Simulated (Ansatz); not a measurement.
Isolated molecules relaxed with PBE0-D4/def2-TZVP in Ansatz; ΔE leaves out vibrations. CCSD(T)/CBS is the MP2 limit (def2-TZVPP, def2-QZVPP) plus CCSD(T) − MP2 in def2-TZVPP, frozen cores. Functionals use def2-TZVPP. B3LYP here is the variant with VWN-RPA as its local correlation; programs differ in this. For Ge outer-core shells are correlated without core-valence functions, which leaves a few kJ/mol of doubt a bond. Scalar relativity is left out up to krypton. One conformer a species, not always the lowest.

Reaction (formal exchange of groups at a Ge–C bond): `C=N[C](=C)[GeH3]` + `CO[SiH2]F` → `F[SiH2][O][GeH3]` + `C=NC(=C)C`

(1) Is it downhill or uphill in electronic energy at CCSD(T)/CBS, and by how much? (Best estimate.)

(2) What do these levels give: PBE-D4, B3LYP-D4, B2PLYP, HF/def2-TZVPP, CCSD/def2-TZVPP, HF/CBS(def2)? (An estimate is asked.)

Largest T1 diagnostic among the species: 0.013.

Results:

(1) The calculation gave: Downhill: ΔE = -28.9 kcal/mol.

(2) The calculation gave: PBE-D4 -26.8, B3LYP-D4 -28.7, B2PLYP -30.0, HF/def2-TZVPP -33.2, CCSD/def2-TZVPP -30.0, HF/CBS(def2) -33.8 kcal/mol.

In def2-TZVPP, CCSD(T) changes the Hartree–Fock value by +4.0 kcal/mol (the triples alone add +0.8 kcal/mol) and MP2 by +2.5 kcal/mol. From PBE to PBE0 (25 % exact exchange), in def2-TZVPP and without D4, ΔE moves by −1.5 kcal/mol.
